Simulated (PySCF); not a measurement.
Al(Me)(SeH)2, SMILES [CH3][Al]([SeH])[SeH] (CH5AlSe2), PBE0/def2-SVP optimised geometry.

```
9

Al     0.01     0.24     0.00
C      0.99    -1.45    -0.02
H      1.73    -1.48     0.80
H      1.54    -1.57    -0.96
H      0.32    -2.31     0.09
Se     1.06     2.31     0.01
H      2.40     1.69     0.00
Se    -2.31     0.24     0.00
H     -2.40     1.71     0.00
```

Density from PBE0/def2-TZVP in PySCF at that geometry.

Minimum of the electron density along straight lines between bonded atoms, close to the bond critical point (lines longer than 1.1 times the sum of covalent radii, or with two minima, are not listed):

| bond | length / Å | ρ at the minimum / e bohr⁻³ | ∇²ρ there / e bohr⁻⁵ | position (fraction from the first atom) |
|---|---|---|---|---|
| Al1–C2 | 1.949 | 0.088 | 0.26 | 0.40 |
| C2–H3 | 1.102 | 0.263 | -0.85 | 0.64 |
| C2–H4 | 1.103 | 0.263 | -0.85 | 0.64 |
| C2–H5 | 1.101 | 0.265 | -0.86 | 0.64 |
| Al1–Se6 | 2.325 | 0.065 | 0.14 | 0.36 |
| Se6–H7 | 1.472 | 0.172 | -0.30 | 0.63 |
| Al1–Se8 | 2.322 | 0.065 | 0.14 | 0.36 |
| Se8–H9 | 1.471 | 0.173 | -0.30 | 0.63 |
